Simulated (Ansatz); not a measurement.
Ansatz (an electronic-structure program) input (X2C-CCSD(T)/cc-pVTZ-DK):

Ansatz 0.2 input:
```yaml
crystal:
  periodic: [false, false, false]
  atoms:
    - {symbol: C, position_ang: [-2.23665854, -1.37541813, -0.01355452]}
    - {symbol: C, position_ang: [-1.11275419, -0.37863325, -0.00332365]}
    - {symbol: C, position_ang: [-1.36910209, 1.00391150, 0.01235562]}
    - {symbol: C, position_ang: [-0.26507323, 1.80729295, 0.02043885]}
    - {symbol: C, position_ang: [1.02315905, 1.35475904, 0.01431880]}
    - {symbol: C, position_ang: [1.17461929, -0.04316847, -0.00144655]}
    - {symbol: C, position_ang: [2.53742781, -0.67525360, -0.00963672]}
    - {symbol: N, position_ang: [0.12719191, -0.86720577, -0.00980731]}
    - {symbol: H, position_ang: [-3.20938711, -0.88534018, -0.00727321]}
    - {symbol: H, position_ang: [-2.16608353, -2.00930769, -0.89913763]}
    - {symbol: H, position_ang: [-2.16464255, -2.02896240, 0.85750681]}
    - {symbol: H, position_ang: [-2.38381578, 1.37892909, 0.01738399]}
    - {symbol: H, position_ang: [1.88744811, 2.00535000, 0.02088915]}
    - {symbol: H, position_ang: [3.32845917, 0.07349629, -0.00190801]}
    - {symbol: H, position_ang: [2.65470541, -1.32215982, 0.86146175]}
    - {symbol: H, position_ang: [2.65326443, -1.30250511, -0.89518269]}
basis:
  gaussian:
    orbitals: cc-pVTZ-DK
magnetization: {spin_polarized: true, initial_magnetization: 1}
correlation: {method: ccsd_t, electrons: outside_noble_gas}
```

End of the output:

```
integrals: 7.19 GiB planned
2029 factors; integrals over basis functions are off by at most 8.4e-4 eV
2.27 GiB of device memory are held for the factors and their scratch space
mean field: 2.39 GiB planned
mean field evaluation 1: about -8820.7862 eV, gradient 2.9e1 eV
mean field evaluation 2: about -8820.7912 eV, gradient 2.9e1 eV
mean field evaluation 4: about -8826.2403 eV, gradient 4.3e0 eV
mean field evaluation 8: about -8826.4649 eV, gradient 4.9e-1 eV
mean field evaluation 16: about -8826.6336 eV, gradient 2.4e-3 eV
mean field evaluation 32: about -8826.4476 eV, gradient 6.4e-1 eV
mean field evaluation 64: about -8826.4200 eV, gradient 6.2e-1 eV
mean field evaluation 96: about -8823.3447 eV, gradient 2.5e-1 eV
mean field evaluation 128: about -8823.3480 eV, gradient 4.1e-3 eV
mean field evaluation 160: about -8821.3693 eV, gradient 1.4e-1 eV
mean field -8826.63363822 eV, -324.3728032973 hartree, gradient 9.8e-6 eV, S^2 1.281708; 3 other end points of the search recorded, 0 dependent functions left out
determinant -8826.63363822 eV, -324.3728032973 hartree, with singles and doubles -8863.03108793 eV, -325.7103849031 hartree
determinant -8823.53525830 eV, -324.2589399355 hartree, with singles and doubles -8859.66359846 eV, -325.5866319477 hartree
determinant -8823.34796155 eV, -324.2520569071 hartree, with singles and doubles -8859.90151184 eV, -325.5953751030 hartree
8 core orbitals not correlated
reference -8826.63363822 eV, -324.3728032973 hartree; 21, 20 occupied and 323, 324 virtual orbitals, 2029 factors
second order -34.12415944 eV of doubles, -0.00000000 eV of singles
coupled cluster: 71.96 GiB planned
cycle   1  -35.92033264 eV  change    -2.9e0 eV  update   3.7e-2
cycle   2  -36.01920995 eV  change   -9.9e-2 eV  update   9.3e-3
cycle   3  -36.01645947 eV  change    2.8e-3 eV  update   5.1e-3
cycle   4  -36.02612969 eV  change   -9.7e-3 eV  update   2.9e-3
cycle   5  -36.03510080 eV  change   -9.0e-3 eV  update   1.6e-3
cycle   6  -36.03870902 eV  change   -3.6e-3 eV  update   6.8e-4
cycle   7  -36.04005908 eV  change   -1.4e-3 eV  update   2.2e-4
cycle   8  -36.04055953 eV  change   -5.0e-4 eV  update   1.0e-4
cycle   9  -36.04058081 eV  change   -2.1e-5 eV  update   3.7e-5
coupled cluster: 71.96 GiB planned
perturbative correction -1.87326170 eV, -0.0688410978 hartree
Total energy: -8864.54748073 eV, -325.7661113107 hartree
Relativity: scalar
```

It need not be the lowest isomer of its formula.

The determinant is spin-contaminated: <S^2> is 1.28 against 0.75 for a pure state.
